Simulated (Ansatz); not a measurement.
`BOB(N)Cl` + HCl → `NB(Cl)Cl` + `BO` at 600 K and 1 bar (ligand exchange at a B–O bond).

Program: Ansatz. Geometries: PBE0-D4/def2-TZVP. ΔE: electronic, gas phase. CBS: MP2 limit from def2 TZ/QZ plus the TZ coupled-cluster correction, frozen cores. This one scheme is used for every species. One conformer a species, not always the lowest.

```json
{"species": "`BOB(N)Cl`", "CCSD(T)/CBS energy (Eh)": "-641.82248", "H − E (kJ/mol)": "210.0", "S (J/(mol·K))": "422.2"}
{"species": "HCl", "CCSD(T)/CBS energy (Eh)": "-460.38127", "H − E (kJ/mol)": "35.4", "S (J/(mol·K))": "207.2"}
{"species": "`NB(Cl)Cl`", "CCSD(T)/CBS energy (Eh)": "-1000.39362", "H − E (kJ/mol)": "129.9", "S (J/(mol·K))": "352.8"}
{"species": "`BO`", "CCSD(T)/CBS energy (Eh)": "-101.80414", "H − E (kJ/mol)": "119.7", "S (J/(mol·K))": "267.1"}
```

H − E and S are ideal-gas, rigid-rotor, harmonic terms from PBE0-D4/def2-TZVP, for one conformer and one mirror image of each species. 1 Eh = 2625.50 kJ/mol, R = 8.31446 J/(mol·K).

Problem. By hand: ΔE, ΔH, ΔS and ΔG.

Solution. ΔE = (-1000.39362) + (-101.80414) − (-641.82248) − (-460.38127) = 0.00599 Eh = 15.7 kJ/mol. Δ(H − E) = 129.9 + 119.7 − 210.0 − 35.4 = 4.2, so ΔH = 19.9 kJ/mol. ΔS = 352.8 + 267.1 − 422.2 − 207.2 = -9.5 J/(mol·K). ΔG = 19.9 − 600 × (-9.5)/1000 = 25.6 kJ/mol.

Problem. By hand: the equilibrium constant, and the temperature at which ΔG would vanish if ΔH and ΔS stayed fixed.

Solution. log₁₀ K = −ΔG/(RT ln 10) = -2.2. ΔH and −TΔS have one sign here, so there is no such temperature.

The number of gas molecules stays the same, so ΔS is small and ΔH decides. A doubt of 5 kJ/mol in ΔE shifts log₁₀ K by 0.4 here. Other conformers and mirror images would add mixing entropy, several J/(mol·K) or more a flexible species. Modes under 60 cm⁻¹, often nearly free rotors, make the harmonic entropy too high. These are equilibria of isolated gas molecules and say nothing of rates. Largest T1 diagnostic: 0.014 (customary marks: 0.02 for closed shells, 0.045 for open ones).

ΔS is within the doubt of such terms, so its sign, and with it that verdict, could turn.
